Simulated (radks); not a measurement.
Results of a calculation; reference values are marked as such.
Cd I, 48 electrons, occupied as [Kr] 4d10 5s2 (the NIST ground configuration). Level of theory: scalar-relativistic Kohn-Sham, PBE, spin-polarised, spherical densities, point nucleus (a radial shooting solver on a logarithmic mesh with Libxc functionals).

Unscreened Slater integrals over Kohn-Sham orbitals (hartree). They are taken over the spin-up orbitals.

F0(5s,5s): 0.31241
F0(5s,4d): 0.39041
G2(5s,4d): 0.058111
F0(5s,4p): 0.40254
G1(5s,4p): 0.020719
F0(5s,4s): 0.40518
G0(5s,4s): 0.013535
F0(4d,4d): 0.70860
F2(4d,4d): 0.34762
F4(4d,4d): 0.22586
F0(4d,4p): 0.80206
F2(4d,4p): 0.39145
G1(4d,4p): 0.49210
G3(4d,4p): 0.30008
F0(4d,4s): 0.82706
G2(4d,4s): 0.36197
F0(4p,4p): 0.93752
F2(4p,4p): 0.49082
F0(4p,4s): 0.97695
G1(4p,4s): 0.66263
F0(4s,4s): 1.0223
